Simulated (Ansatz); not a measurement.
Species: GePH4, charge 0, doublet. GePH4 (SMILES [PH][GeH3], doublet).
B3LYP-D3(BJ)/def2-TZVP minimum from Ansatz (an electronic-structure program):
```
Ge
H 1 1.5380
H 1 1.5411 2 109.06
H 1 1.5411 2 109.06 3 -118.47
P 1 2.3335 2 108.96 4 -120.76
H 5 1.4245 1 91.98 2 180.00
```
Charge 0, spin multiplicity 2.

Total energies in def2-SVP, 13 correlated electrons, 19 frozen orbitals. UHF or UKS for unpaired electrons; spin-orbit terms are left out. Correlated methods leave the cores frozen (noble-gas shells, and filled d and f shells in the p block). No relativity.

| method | program | energy (Eh) | minus CCSDT(Q) (mEh) |
|---|---|---|---|
| HF | Ansatz | -2418.03846 | 251.75 |
| MP2 | Ansatz | -2418.23856 | 51.65 |
| CCSD | Ansatz | -2418.28238 | 7.83 |
| CCSD(T) | Ansatz | -2418.28876 | 1.45 |
| CCSDT(Q) | Ansatz | -2418.29021 | 0.00 |

Rough core times of Ansatz's runs on a shared machine: CCSD(T) under 20 s, CCSDT(Q) 2 min.
